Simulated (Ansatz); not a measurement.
Ansatz results at the PBE0-D4/def2-TZVP geometry: LUMO energy (PBE/def2-TZVPP) -1.08 eV; HOMO–LUMO gap (B3LYP/def2-TZVPP) 7.40 eV; HOMO–LUMO gap (PBE/def2-TZVPP) 5.89 eV.

Which molecule gave them?
A. `N#C[Si](Cl)(C#N)C#N`
B. `[SiH3][SiH]([SiH3])[SiH3]`
C. `F[SiH](F)[SeH]`
D. `C[SiH](Cl)Br`

B. The others give `N#C[Si](Cl)(C#N)C#N`: -3.92, 7.39, 5.49; `F[SiH](F)[SeH]`: -1.29, 6.84, 5.27; `C[SiH](Cl)Br`: -0.83, 8.12, 6.38.

B3LYP here is the variant with VWN-RPA as its local correlation; programs differ in this.
